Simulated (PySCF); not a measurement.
Isomers of [C8H16OP]+, one conformer each; single-point electronic energies without zero-point terms and without any empirical dispersion term.

Computed with PySCF at PBE0/pcSseg-1, non-relativistic, each on one gas-phase PBE0-D3(BJ)/def2-SVP geometry that isn't relaxed in the solvent. The solvent is an IEF-PCM continuum (van der Waals radii × 1.2). The model holds no explicit solvent molecules, cavitation or dispersion.

| isomer | relative energy, gas (kcal/mol) |
| --- | --- |
| `CC[P+]1(C)CCC(=O)CC1` | 0.0 |
| `C1C[P+](C(C)=C)(CCO1)C` | 24.1 |
| `C1CC([PH+]2CCOCC2)C1` | 38.2 |

Question: How do the relative energies look in chloroform (ε = 4.711)?

Answer: 
```csv
isomer,"relative energy, solvent (kcal/mol)",E(solvent) − E(gas) (kcal/mol)
`CC[P+]1(C)CCC(=O)CC1`,0.0,-45.6
`C1C[P+](C(C)=C)(CCO1)C`,29.1,-40.6
`C1CC([PH+]2CCOCC2)C1`,42.1,-41.6
```

The order is unchanged. Conformers: `[CH3:1][CH2:2][P+:3]1([CH3:4])[CH2:5][CH2:6][C:7](=[O:8])[CH2:9][CH2:10]1` (charge +1) with C1–C2–P3–C4 -177°, C2–P3–C5–C6 177°, P3–C5–C6–C7 -40°, C5–C6–C7–O8 157°, C6–C7–C9–C10 68°; `[CH2:1]=[C:2]([CH3:3])[P+:4]1([CH3:5])[CH2:6][CH2:7][O:8][CH2:9][CH2:10]1` (charge +1) with C1–C2–P4–C5 -153°, C2–P4–C6–C7 97°, P4–C6–C7–O8 -37°, C6–C7–O8–C9 85°, C7–O8–C9–C10 -47°; `[CH2:1]1[CH2:2][CH:3]([PH+:4]2[CH2:5][CH2:6][O:7][CH2:8][CH2:9]2)[CH2:10]1` (charge +1) with C2–C3–P4–C5 171°, C10–C1–C2–C3 -11°, C1–C2–C3–P4 -105°, C3–P4–C5–C6 172°, P4–C5–C6–O7 1°. `CC[P+]1(C)CCC(=O)CC1` gains most from the continuum. The gains span 5.0 kcal/mol, the gas-phase energies 38.2 kcal/mol.
